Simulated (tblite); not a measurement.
Parent: `[CH:1]#[C:2][SiH2:3][SiH:4]1[CH2:5][CH2:6][CH2:7]1` with C2–Si3–Si4–C5 -43°, Si3–Si4–C5–C6 125°, Si4–C5–C6–C7 -11°, C5–C6–C7–Si4 11°, Si3–Si4–C7–C6 -124°, C5H10Si2.

Computed geometry: GFN2-xTB, gas phase. One conformer each, not checked by frequencies here.

| coordinate of the parent | value |
| --- | --- |
| C1≡C2 | 1.203 Å |
| C2–Si3 | 1.851 Å |
| Si3–Si4 | 2.311 Å |
| Si4–C5 | 1.919 Å |
| C5–C6 | 1.539 Å |
| C6–C7 | 1.539 Å |
| Si4–C7 | 1.920 Å |
| C1–C2–Si3 | 177.7° |
| C2–Si3–Si4 | 110.4° |
| Si3–Si4–C5 | 118.9° |
| Si3–Si4–C7 | 119.3° |
| C5–Si4–C7 | 76.0° |
| Si4–C5–C6 | 91.0° |
| C5–C6–C7 | 100.3° |
| Si4–C7–C6 | 91.0° |

Problem. How does the shared frame change in `[CH:1]#[C:2][SiH2:3][Si@H:4]1[CH2:5][C@@H:6]([CH:7]([F:8])[F:9])[CH2:10]1` with C2–Si3–Si4–C5 124°, C5–C6–C7–F8 57°, Si3–Si4–C5–C6 103°, Si4–C5–C6–C7 -105°, C5–C6–C10–Si4 -12°, Si3–Si4–C10–C6 -104°, C6H10F2Si2? Atoms pair as C1 = C1, C2 = C2, Si3 = Si3, Si4 = Si4, C5 = C5, C6 = C6, C7 = C10 (parent first).

Solution. 
```
    parent     relative  value in the relative  change
     C1≡C2        C1≡C2                1.203 Å   0.000
    C2–Si3       C2–Si3                1.852 Å  +0.001
   Si3–Si4      Si3–Si4                2.315 Å  +0.004
    Si4–C5       Si4–C5                1.927 Å  +0.008
     C5–C6        C5–C6                1.538 Å  -0.001
     C6–C7       C6–C10                1.539 Å   0.000
    Si4–C7      Si4–C10                1.922 Å  +0.002
 C1–C2–Si3    C1–C2–Si3                 179.4°    +1.7
C2–Si3–Si4   C2–Si3–Si4                 106.9°    -3.5
Si3–Si4–C5   Si3–Si4–C5                 117.7°    -1.2
Si3–Si4–C7  Si3–Si4–C10                 117.0°    -2.3
 C5–Si4–C7   C5–Si4–C10                  75.7°    -0.3
 Si4–C5–C6    Si4–C5–C6                  90.8°    -0.2
  C5–C6–C7    C5–C6–C10                 100.3°     0.0
 Si4–C7–C6   Si4–C10–C6                  91.0°     0.0
```

Of the parent's bonds, Si4–C5 changes most (+0.008 Å). Bonds of the relative outside the shared frame: C6–C7 1.515, C7–F8 1.362, C7–F9 1.357 Å.

Problem. How does the shared frame change in `[CH:1]#[C:2][SiH2:3][Si@H:4]1[CH2:5][C@@H:6]([CH2:7][SiH3:8])[CH2:9]1` with C2–Si3–Si4–C5 -40°, C5–C6–C7–Si8 179°, Si3–Si4–C5–C6 123°, Si4–C5–C6–C7 -134°, C5–C6–C9–Si4 11°, Si3–Si4–C9–C6 -125°, C6H14Si3? Atoms pair as C1 = C1, C2 = C2, Si3 = Si3, Si4 = Si4, C5 = C5, C6 = C6, C7 = C9 (parent first).

Solution. 
```csv
parent,relative,value in the relative,change
C1≡C2,C1≡C2,1.203 Å,0.000
C2–Si3,C2–Si3,1.852 Å,+0.001
Si3–Si4,Si3–Si4,2.310 Å,-0.001
Si4–C5,Si4–C5,1.916 Å,-0.003
C5–C6,C5–C6,1.545 Å,+0.006
C6–C7,C6–C9,1.541 Å,+0.002
Si4–C7,Si4–C9,1.915 Å,-0.005
C1–C2–Si3,C1–C2–Si3,177.3°,-0.4
C2–Si3–Si4,C2–Si3–Si4,109.2°,-1.2
Si3–Si4–C5,Si3–Si4–C5,118.7°,-0.2
Si3–Si4–C7,Si3–Si4–C9,116.9°,-2.4
C5–Si4–C7,C5–Si4–C9,76.1°,+0.1
Si4–C5–C6,Si4–C5–C6,91.0°,0.0
C5–C6–C7,C5–C6–C9,99.9°,-0.4
Si4–C7–C6,Si4–C9–C6,91.2°,+0.2
```

Of the parent's bonds, C5–C6 and Si4–C7 change most and about equally (-0.005 to +0.006 Å). Bonds of the relative outside the shared frame: C6–C7 1.521, C7–Si8 1.901 Å.

Problem. How does the shared frame change in `[CH:1]#[C:2][SiH2:3][Si@H:4]1[CH2:5][C@@H:6]([F:7])[CH2:8]1` with C2–Si3–Si4–C5 108°, Si3–Si4–C5–C6 126°, Si4–C5–C6–F7 -135°, C5–C6–C8–Si4 14°, Si3–Si4–C8–C6 -126°, C5H9FSi2? Atoms pair as C1 = C1, C2 = C2, Si3 = Si3, Si4 = Si4, C5 = C5, C6 = C6, C7 = C8 (parent first).

Solution. 
| parent | relative | value in the relative | change |
| --- | --- | --- | --- |
| C1≡C2 | C1≡C2 | 1.203 Å | 0.000 |
| C2–Si3 | C2–Si3 | 1.848 Å | -0.003 |
| Si3–Si4 | Si3–Si4 | 2.311 Å | 0.000 |
| Si4–C5 | Si4–C5 | 1.920 Å | +0.001 |
| C5–C6 | C5–C6 | 1.529 Å | -0.010 |
| C6–C7 | C6–C8 | 1.529 Å | -0.010 |
| Si4–C7 | Si4–C8 | 1.921 Å | +0.001 |
| C1–C2–Si3 | C1–C2–Si3 | 179.6° | +1.9 |
| C2–Si3–Si4 | C2–Si3–Si4 | 107.7° | -2.7 |
| Si3–Si4–C5 | Si3–Si4–C5 | 118.3° | -0.6 |
| Si3–Si4–C7 | Si3–Si4–C8 | 118.3° | -1.0 |
| C5–Si4–C7 | C5–Si4–C8 | 75.8° | -0.2 |
| Si4–C5–C6 | Si4–C5–C6 | 90.2° | -0.8 |
| C5–C6–C7 | C5–C6–C8 | 100.9° | +0.6 |
| Si4–C7–C6 | Si4–C8–C6 | 90.2° | -0.8 |

Of the parent's bonds, C5–C6 and C6–C7 change most and about equally (-0.010 Å). Bonds of the relative outside the shared frame: C6–F7 1.383 Å.

Problem. How does the shared frame change in `[CH:1]#[C:2][SiH2:3][Si@H:4]1[CH2:5][C@@H:6](/[CH:7]=[N:8]/[CH3:9])[CH2:10]1` with C2–Si3–Si4–C5 137°, C5–C6–C7–N8 57°, Si3–Si4–C5–C6 94°, Si4–C5–C6–C7 -93°, C5–C6–C10–Si4 -22°, Si3–Si4–C10–C6 -94°, C7H13NSi2? Atoms pair as C1 = C1, C2 = C2, Si3 = Si3, Si4 = Si4, C5 = C5, C6 = C6, C7 = C10 (parent first).

Solution. 
```tsv
parent	relative	value in the relative	change
C1≡C2	C1≡C2	1.203 Å	0.000
C2–Si3	C2–Si3	1.860 Å	+0.009
Si3–Si4	Si3–Si4	2.303 Å	-0.008
Si4–C5	Si4–C5	1.919 Å	0.000
C5–C6	C5–C6	1.543 Å	+0.004
C6–C7	C6–C10	1.541 Å	+0.002
Si4–C7	Si4–C10	1.917 Å	-0.003
C1–C2–Si3	C1–C2–Si3	179.8°	+2.1
C2–Si3–Si4	C2–Si3–Si4	106.0°	-4.4
Si3–Si4–C5	Si3–Si4–C5	115.7°	-3.2
Si3–Si4–C7	Si3–Si4–C10	115.8°	-3.5
C5–Si4–C7	C5–Si4–C10	75.2°	-0.8
Si4–C5–C6	Si4–C5–C6	89.6°	-1.4
C5–C6–C7	C5–C6–C10	98.7°	-1.6
Si4–C7–C6	Si4–C10–C6	89.7°	-1.3
```

Of the parent's bonds, C2–Si3 and Si3–Si4 change most and about equally (-0.008 to +0.009 Å). Bonds of the relative outside the shared frame: C6–C7 1.486, C7=N8 1.257, N8–C9 1.428 Å.
